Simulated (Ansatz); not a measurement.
Start from `CC1=CC(C)=[O+][Ga-]([F])([Cl])[O]1` and change one atom or group to get `CC1=CC(C)=[O+][Zn-]([Cl])[O]1`.

Ansatz, PBE0-D4/def2-TZVP geometries, multiplicity 1. 

Scalar relativity is left out up to krypton.

```
                                          property  `CC1=CC(C)=[O+][Ga-]([F])([Cl])[O]1`
                 HOMO energy (PBE/def2-TZVPP) / eV                                 -6.72
  size of the dipole moment (B3LYP/def2-TZVPP) / D                                  6.86
    size of the dipole moment (PBE/def2-TZVPP) / D                                  6.57
               HOMO energy (B3LYP/def2-TZVPP) / eV                                 -7.65
size of the dipole moment (ωB97M-V/def2-TZVPP) / D                                  6.85
               HOMO–LUMO gap (PBE/def2-TZVPP) / eV                                  3.53
```

**Question.** What does the change do to each property? (Estimate.)

**Answer.** Ansatz gave: 
```json
{"property": "HOMO energy (PBE/def2-TZVPP) / eV", "`CC1=CC(C)=[O+][Zn-]([Cl])[O]1`": "-6.31", "shift": "0.41"}
{"property": "size of the dipole moment (B3LYP/def2-TZVPP) / D", "`CC1=CC(C)=[O+][Zn-]([Cl])[O]1`": "5.93", "shift": "-0.93"}
{"property": "size of the dipole moment (PBE/def2-TZVPP) / D", "`CC1=CC(C)=[O+][Zn-]([Cl])[O]1`": "5.67", "shift": "-0.90"}
{"property": "HOMO energy (B3LYP/def2-TZVPP) / eV", "`CC1=CC(C)=[O+][Zn-]([Cl])[O]1`": "-7.19", "shift": "0.46"}
{"property": "size of the dipole moment (ωB97M-V/def2-TZVPP) / D", "`CC1=CC(C)=[O+][Zn-]([Cl])[O]1`": "5.96", "shift": "-0.89"}
{"property": "HOMO–LUMO gap (PBE/def2-TZVPP) / eV", "`CC1=CC(C)=[O+][Zn-]([Cl])[O]1`": "3.58", "shift": "0.05"}
```

Dipoles are sizes alone; their direction can turn.

Positive LUMOs are unbound, so they and the gaps depend on the basis.

B3LYP here is the variant with VWN-RPA as its local correlation; programs differ in this.
